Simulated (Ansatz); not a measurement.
Total energies of Al₁₅N₁₅H₃₆, a nanocrystal cut from wurtzite AlN (hydrogen-capped) from Ansatz at PBE0-D4/def2-SVP, gas phase (1 Eh = 27.2114 eV = 2625.5 kJ/mol). The reference geometry is relaxed at PBE-D4/def2-SVP.

```xyz
66

N     1.190   -1.403    3.725
Al    2.480   -2.128    2.393
Al    3.152    0.846    1.737
N     2.495   -0.809    0.984
Al    3.783   -1.411   -0.321
N     3.792    0.029   -1.695
Al   -0.611   -1.135    3.054
N    -0.985   -2.882    2.250
Al    0.125    1.676    2.342
N     1.698    2.182    1.392
N    -0.473    0.047    1.562
Al    0.788   -0.531    0.238
Al   -1.456   -2.842    0.357
N     0.115   -2.186   -0.522
Al    1.483    2.423   -0.488
N     0.839    0.769   -1.171
Al    2.082    0.347   -2.555
Al   -0.122   -2.108   -2.422
N     1.588   -1.467   -3.109
N    -1.258    3.020    1.940
Al   -2.232    0.280    0.807
N    -2.736   -1.435    0.034
Al   -1.698    3.259    0.045
N     0.032    3.730   -0.746
N    -2.138    1.551   -0.617
Al   -0.899    1.013   -1.969
Al   -3.120   -1.338   -1.851
N    -1.461   -0.734   -2.621
Al   -3.909    1.882   -1.380
N    -4.419    0.088   -2.097
H     1.190   -2.020    4.552
H     1.598   -0.512    4.066
H     3.894   -2.359    3.111
H     1.701   -3.479    1.878
H     3.255    0.739    3.350
H     4.430    1.386    0.901
H     5.271   -1.602    0.243
H     3.163   -2.675   -1.168
H     4.134    0.882   -1.216
H     4.523   -0.186   -2.392
H    -1.713   -0.827    4.170
H    -0.095   -3.428    2.276
H    -1.670   -3.425    2.797
H     0.296    1.585    3.938
H     2.107    3.035    1.813
H    -1.976   -4.288   -0.084
H     0.870   -2.878   -0.343
H     2.790    2.957   -1.257
H     2.135    1.289   -3.845
H    -0.502   -3.476   -3.156
H     2.288   -2.117   -2.687
H     1.656   -1.595   -4.130
H    -1.042    3.918    2.401
H    -2.126    2.699    2.408
H    -3.283    0.703    1.955
H    -3.615   -1.723    0.497
H    -2.756    4.441   -0.151
H     0.337    4.676   -0.470
H    -0.120    3.802   -1.769
H    -0.812    2.063   -3.191
H    -3.692   -2.692   -2.484
H    -1.631   -0.631   -3.637
H    -4.980    2.177   -0.213
H    -3.794    2.826   -2.681
H    -5.320   -0.187   -1.675
H    -4.637    0.189   -3.101
```

```json
{"state": "charge 0 singlet", "geometry": "reference", "energy (Eh)": "-4476.73531"}
{"state": "charge 1 doublet", "geometry": "reference", "energy (Eh)": "-4476.42171"}
{"state": "charge -1 doublet", "geometry": "reference", "energy (Eh)": "-4476.70913"}
{"state": "free N atom (quartet)", "geometry": "–", "energy (Eh)": "-54.47898"}
{"state": "free Al atom (doublet)", "geometry": "–", "energy (Eh)": "-242.16443"}
{"state": "free H atom (doublet)", "geometry": "–", "energy (Eh)": "-0.50029"}
```

Single mean-field runs in def2-SVP are fitted with def2-universal-jkfit.

(1) Work out the vertical ionisation energy to the doublet.

(2) Work out the vertical electron affinity, to the doublet.

(3) Give the fundamental gap IE − EA, the Mulliken electronegativity (IE + EA)/2 and the hardness (IE − EA)/2.

(4) What is the binding energy per atom against free atoms?

(1) E(charge 1 doublet) − E(charge 0 singlet) = -4476.42171 − (-4476.73531) = 0.31360 Eh = 8.53 eV. For comparison, −ε of the highest occupied level is 7.23 eV at this level, 1.30 eV less.

(2) E(charge 0 singlet) − E(charge -1 doublet) = -4476.73531 − (-4476.70913) = -0.02618 Eh = -0.71 eV; negative, so the extra electron isn't bound. The basis lacks diffuse functions, which makes affinities too small.

(3) From the values in Eh: IE − EA = 0.31360 − (-0.02618) = 0.33978 Eh = 9.25 eV; (IE + EA)/2 = 3.91 eV; (IE − EA)/2 = 4.62 eV. The HOMO–LUMO gap of the same run is 7.04 eV, 2.21 eV smaller than the fundamental gap.

(4) Atoms: 15 × (-54.47898) + 15 × (-242.16443) + 36 × (-0.50029) = -4467.66159 Eh. Binding: -4467.66159 − (-4476.73531) = 9.07372 Eh = 246.91 eV, or 3.74 eV for each of 66 atoms (no zero-point energy, no counterpoise term).

At PBE0-D4/def2-SVP the highest occupied level of the charge -1 doublet lies above zero (up to 1.75 eV). By energy differences it is unbound by 0.71 eV (vertical, against the charge 0 singlet, at PBE0-D4/def2-SVP) and held by the finite basis.
